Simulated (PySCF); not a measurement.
B(SH)3 (BH3S3), SMILES SB(S)S. Atoms are numbered in the order given.

```xyz
7

B      0.0075    -0.0117     0.0000
S     -1.6325     0.7546     0.0000
H     -1.2114     2.0379     0.0000
S      0.0074    -1.8202     0.0000
H      1.3438    -2.0023     0.0000
S      1.4632     1.0603     0.0000
H      2.4199     0.1081     0.0000
```

The structure is a stationary point at PBE0-D3(BJ)/def2-SVP. The values are those of a single conformer.

All values below come from PBE0/pcSseg-1 run with PySCF.

GIAO shieldings, no solvent; atoms listed in one row are averaged. δ = σ(ref) − σ: ¹¹B against BF3 (σ = 88.8 ppm); ³³S against H2S (σ = 716.7 ppm); ¹H against TMS (σ = 31.56 ppm), references at their B3LYP-D3(BJ)/def2-TZVP geometries, non-relativistic.

**Question.** Estimate the chemical shifts. (An estimate is asked for; the answer gives what the named calculation found.)

**Answer.** 
| nucleus | atoms | count | δ (ppm) |
|---|---|---|---|
| ¹¹B | B1 | 1 | 47.4 |
| ³³S | S6 | 1 | 196.7 |
| ³³S | S4 | 1 | 192.5 |
| ³³S | S2 | 1 | 166.4 |
| ¹H | H3 | 1 | 2.98 |
| ¹H | H7 | 1 | 2.90 |
| ¹H | H5 | 1 | 2.71 |
